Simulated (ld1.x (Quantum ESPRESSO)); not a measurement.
What one change does to a pseudopotential (bromine, TM)

```
Element                 : bromine (Br)
Generator               : ld1.x (Quantum ESPRESSO) 7.5
Type                    : norm-conserving Troullier–Martins (Kleinman–Bylander form)
Functional              : Wu–Cohen
Relativity              : scalar-relativistic
Frozen core             : [Ar]
Valence charge          : 17
Reference configuration : 3d10 4s2 4p5
Partial waves           : 4s (bound): rc 1.15 bohr; 4p (bound): rc 1.20 bohr; 3d (bound): rc 0.65 bohr
Local potential         : all-electron potential smoothed inside 0.55 bohr (lloc = -2)
Core correction         : a·sin(br)/r model core, default radius (core density twice the valence density)
```

All-electron outer shells of the reference configuration (Wu–Cohen, scalar-relativistic, ld1.x):

| shell | level (eV) | outermost node (bohr) | outermost maximum (bohr) |
| --- | --- | --- | --- |
| 3s | -237.75 | 0.23 | 0.48 |
| 3p | -173.35 | 0.21 | 0.48 |
| 3d | -66.72 | – | 0.43 |
| 4s | -20.16 | 0.67 | 1.41 |
| 4p | -7.86 | 0.70 | 1.66 |

Change: local potential the s channel.

Cutoffs: the cutoffs (Ry, on a coarse ladder) from which the occupation-weighted sum of valence levels, in a spherical-Bessel basis at the reference potential, stays within 10 and 1 mRy of its value at 400 Ry; they do not see the model core or the augmentation charge, which bear on the density cutoff. Errors are all-electron minus pseudo energies relative to the spin-unpolarised reference configuration.

**Question.** What does the change do?

**Answer.** The bound ghosts move from p, s to p; the number of tests that count goes from 7 to 0; the range in which the s phases agree narrows (upper end 3.8 → 1.0); the range in which the d phases agree narrows (upper end at the end of the scan → -1.7). In the separable form a ghost depends on how the local part lies against the semilocal potential of the channel, so the choice of the local part can create or remove one.

```tsv
quantity	base	changed
bound ghosts	s, p	p
tests counted (converged, no solver errors)	7 of 7	0 of 7
s: phases at 1.30 bohr within 0.05 rad from the reference energy up to (Ry; the scan ends near 5)	3.8	1.0
p: phases at 1.30 bohr within 0.05 rad from the reference energy up to (Ry; the scan ends near 5)	1.5	0.8
d: phases at 1.30 bohr within 0.05 rad from the reference energy up to (Ry; the scan ends near 5)	to the end of the scan	-1.7
```

Changed file: Tests not counted: 3d10 4s2 4p4 (solver errors, printed error -14 meV); 3d10 4s2 4p3 (solver errors, printed error -54 meV); 3d10 4s2 4p2 (solver errors, printed error -99 meV); 3d10 4s2 4p1 (solver errors, printed error -91 meV); 3d9 4s2 4p5 (solver errors, printed error -2.4 eV); 3d10 4s2 4p4.5 (solver errors, printed error -3.5 meV); 3d10 4s1 4p6 (solver errors, printed error -9.6 meV). A true bound ghost makes a file unfit for plane-wave use even where its test errors are small: the radial tests pick states by their node count and pass the ghost by. Where a test does run into it, the solver fails or the error is huge.
